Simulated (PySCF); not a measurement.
A structure optimised at PBE-D3(BJ)/def2-SVP, used in a PySCF frequency run:

```
N
H 1 1.0293
C 1 1.4568 2 109.51
H 3 1.1136 1 107.49 2 -176.16
H 3 1.1233 4 105.38 1 121.85
C 1 1.4670 2 108.83 3 126.81
H 6 1.1136 1 108.79 2 75.30
H 6 1.1200 7 104.62 1 -113.62
C 6 1.4918 7 109.69 8 -119.75
H 9 1.1008 6 121.66 7 19.93
H 9 1.1018 10 117.80 6 -175.96
C 3 1.5252 4 109.69 5 117.31
H 12 1.1081 3 111.23 4 -57.80
H 12 1.1084 13 108.77 3 -121.95
H 12 1.1108 13 107.38 14 -116.26
```
Charge 0, spin multiplicity 2.

### Question
Write its SMILES and formula.

### Answer
[CH2]CNCC, C4H10N

### Question
What are its rotational constants (standard atomic weights)?

### Answer
13.704, 2.4150, 2.2814 GHz
